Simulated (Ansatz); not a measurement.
Which method gave which barrier?

Saddle point of BH₂ClOF₂, singlet (BClF₂ ([F][B]([F])[Cl]) + H₂O → BHOF₂ ([OH][B]([F])[F]) + HCl; bonds formed: Cl2–H5; dative contacts that become bonds: B1–O6; bonds broken: B1–Cl2, H5–O6), PBE0-D4/def2-TZVP structure:

| atom | x (Å) | y (Å) | z (Å) |
| --- | --- | --- | --- |
| B1 | -0.2541 | -0.5292 | 0.2748 |
| Cl2 | 1.8870 | -0.1674 | -0.2400 |
| F3 | -0.7698 | -1.3165 | -0.6587 |
| F4 | -0.2600 | -0.8994 | 1.5380 |
| H5 | 0.7714 | 0.8975 | -0.1950 |
| O6 | -0.4355 | 0.9232 | 0.0438 |
| H7 | -0.9391 | 1.0918 | -0.7628 |

Program: Ansatz 0.2.0. Basis: def2-TZVPP, with def2-QZVPP for the basis limit. Cores are frozen in the correlated methods. Extrapolation: Hartree–Fock as exp(−7.88 √X), correlation as X^−2.97. Four methods, as single points on the PBE0-D4 structures, gave these electronic barriers from the start structure: 0.423, 0.682, 0.769, 1.094 eV.

The methods were, in alphabetical order, HF, MP2, PBE0-D4, SPW92. Which gave which? (A judgement: the text doesn't fix the answer.)

Computed: SPW92 0.423; PBE0-D4 0.682; MP2 0.769; HF 1.094 eV. For comparison, CCSD(T) at an estimated basis limit (MP2 extrapolated from triple and quadruple zeta, plus CCSD(T) − MP2 in triple zeta) gives 0.808 eV.

The T1 diagnostic stays at or below 0.012.

The step is the kind of ligand exchange by which a precursor binds to a hydroxyl group, or is hydrolysed, in atomic layer deposition of oxides.

Labels in which every atom is bracketed show which atoms are joined, not bond orders.

For scale, one of the runs: CCSD(T)/def2-TZVPP, 194 basis functions, launched by `ansatz run in.yaml --threads 4 --pin off --events-out ev --progress --plain --max-ram 9574MiB`. The run took 83 s on 4 CPU threads of an Intel Xeon (shared host), with 2.4 GiB of host memory at its peak.
